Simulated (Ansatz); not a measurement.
A CCSD(T) single point on BFH6SSi2.

```yaml
crystal:
  periodic: [false, false, false]
  atoms:
    - {symbol: B, position_ang: [-0.991056, 0.966844, -0.260696]}
    - {symbol: Si, position_ang: [-0.292233, -0.089081, 1.330476]}
    - {symbol: Si, position_ang: [1.388697, -0.433266, -0.204825]}
    - {symbol: F, position_ang: [2.252959, -1.745787, -0.499743]}
    - {symbol: S, position_ang: [-0.246113, -0.220821, -1.714058]}
    - {symbol: H, position_ang: [-2.175884, 1.045567, -0.431966]}
    - {symbol: H, position_ang: [-0.379819, 1.988880, -0.450985]}
    - {symbol: H, position_ang: [-0.956762, -1.411245, 1.525040]}
    - {symbol: H, position_ang: [0.078735, 0.484105, 2.651953]}
    - {symbol: H, position_ang: [2.230231, 0.737421, -0.554696]}
    - {symbol: H, position_ang: [-0.843258, -1.379713, -1.370000]}
basis:
  gaussian: {orbitals: def2-TZVPP}
correlation: {method: ccsd_t}
output: {orbitals: {seedname: orbitals}}
```

```sh
$ ansatz run in.yaml --threads 4 --pin off --events-out ev --progress --plain
```

Log, shortened:

```
Functional definition: HF
  name "HF"
  cite "Fock, Z. Phys. 61, 126 (1930) doi:10.1007/BF01340294"
  parent pbe
  exchange = exact_x
  correlation = 0
1580 factors; integrals over basis functions are off by at most 1.3e-3 eV
mean field evaluation 1: about -30014.6282 eV, gradient 3.3e1 eV
mean field evaluation 2: about -30014.9973 eV, gradient 3.3e1 eV
mean field evaluation 4: about -30018.1615 eV, gradient 4.0e0 eV
mean field evaluation 8: about -30018.2460 eV, gradient 3.2e-1 eV
mean field evaluation 16: about -30018.2467 eV, gradient 1.1e-6 eV
mean field -30018.24670840 eV, -1103.1502194354 hartree, gradient 1.1e-6 eV, S^2 0.000000; 0 other end points of the search recorded, 0 dependent functions left out
17 core orbitals not correlated: weight in the atoms' cores, before any rotation towards them, 1.000 or more for the frozen orbitals, at most 0.000 for the correlated occupied ones
reference -30018.24670840 eV, -1103.1502194354 hartree; 15, 15 occupied and 240, 240 virtual orbitals, 1580 factors
second order -21.71089132 eV of doubles, -0.00000000 eV of singles
cycle   1  -22.57071546 eV  change   -8.6e-1 eV  update   1.1e-1
cycle   2  -23.16104381 eV  change   -5.9e-1 eV  update   3.4e-2
cycle   3  -23.28484639 eV  change   -1.2e-1 eV  update   1.8e-2
cycle   4  -23.27580094 eV  change    9.0e-3 eV  update   4.5e-3
cycle   5  -23.27186063 eV  change    3.9e-3 eV  update   1.9e-3
cycle   6  -23.27212334 eV  change   -2.6e-4 eV  update   6.4e-4
cycle   7  -23.27184734 eV  change    2.8e-4 eV  update   2.4e-4
cycle   8  -23.27180838 eV  change    3.9e-5 eV  update   8.6e-5
cycle   9  -23.27186373 eV  change   -5.5e-5 eV  update   3.7e-5
cycle  10  -23.27186712 eV  change   -3.4e-6 eV  update   1.3e-5
perturbative correction -0.94689611 eV, -0.0347977903 hartree
Total energy: -30042.46547163 eV, -1104.0402425681 hartree
```

It took 63 s on 4 threads of a server CPU on a shared host, with 7.1 GiB of host memory at the peak.

The correlation energy is -24.219 eV, 3.9 % of it from (T); the T1 diagnostic reads 0.0136.
